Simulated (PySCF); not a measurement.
Species: C3H3Cl2FSi.
SMILES with atom numbers: `[F:1][C@@H:2]1[CH:3]=[C:4]1[SiH:5]([Cl:6])[Cl:7]` (hydrogens: H8 on C2; H9 on C3; H10 on Si5)

Method: PySCF, PBE0-D3(BJ)/def2-SVP geometry optimisation, gas phase.

(1) List the bond lengths, angles and torsions at this level.

## Answers

(1) 
```tsv
bond	length (Å)
F1–C2	1.368
C2–C3	1.456
C3=C4	1.316
C4–Si5	1.835
Si5–Cl6	2.054
Si5–Cl7	2.056
C2–C4	1.485
C2–H8	1.098
C3–H9	1.089
Si5–H10	1.479
```

A selection of angles:
```tsv
angle	degrees
F1–C2–C3	119.1
F1–C2–C4	118.5
F1–C2–H8	109.5
C3–C2–C4	53.2
C3–C2–H8	123.9
C4–C2–H8	122.6
C2–C3–C4	64.5
C2–C3–H9	148.0
C4–C3–H9	147.4
C3–C4–Si5	149.9
C2–C4–C3	62.3
C2–C4–Si5	147.7
C4–Si5–Cl6	108.8
C4–Si5–Cl7	107.6
C4–Si5–H10	112.4
Cl6–Si5–Cl7	110.0
Cl6–Si5–H10	109.2
Cl7–Si5–H10	108.8
```

Dihedral angles: F1–C2–C3–C4 -105° (anticlinal); C2–C3–C4–Si5 178° (antiperiplanar); C3–C4–Si5–Cl6 1° (synperiplanar); F1–C2–C4–C3 107° (anticlinal).

Si5 (chlorine-bound silicon) is tetrahedral (angles from 107.6° to 112.4°). The 3 C–C bonds span 1.316 Å (C3=C4, drawn double) to 1.485 Å (C2–C4, drawn single), a spread of 0.169 Å. The 3-membered ring C2–C3–C4 has internal angles of 53.2° to 64.5°.

Point group: C1 (no symmetry element, even within 0.4 Å). Whether it is a minimum is left open (no frequencies). One conformer, not necessarily the lowest.

Time: 91 s of wall time; peak memory 0.53 GiB. Hardware: one thread of an Arm Neoverse V2, shared host. That covers the optimisation of the geometry.
